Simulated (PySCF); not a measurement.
## Relaxation of quintet RuHF

All numbers come from UPBE0/[Ru def2-TZVP with ECP28, H def2-TZVP, F def2-TZVP], scalar-relativistic core potentials, density fitting, no spin–orbit coupling, PySCF. A (50,194) grid was used.

A start displaced from a saddle point along its imaginary mode, of Cs symmetry, held to at least that symmetry:

Coordinates in bohr (charge 0 multiplicity 5):
```
Ru   -0.0042    0.0000   -0.5341
H     0.2268    0.0004   -3.7115
F     0.0106    0.0000    3.0615
```

Optimiser trace:
```
step  E − E(last) (kJ/mol)  largest gradient (Eh/bohr)
   0                  1.86                     0.00129
   1                  1.78                     0.00125
   2                  0.77                     0.00481
   3                  0.54                     0.00774
   4                  0.37                     0.00572
   5                  0.33                     0.00555
   6                  0.29                     0.00501
   7                  0.24                     0.00423
   8                  0.11                     0.00272
   9                  0.03                     0.00148
  10                  0.00                     0.00051
  11                  0.00                     0.00009
```

It ends at Cs with Ru–F 1.898 Å, Ru–H 1.672 Å; F–Ru–H 159.8°. A frequency run shows a minimum. Other isomers or separated fragments may lie lower.

With open d or f shells other occupations or spin states may lie lower.
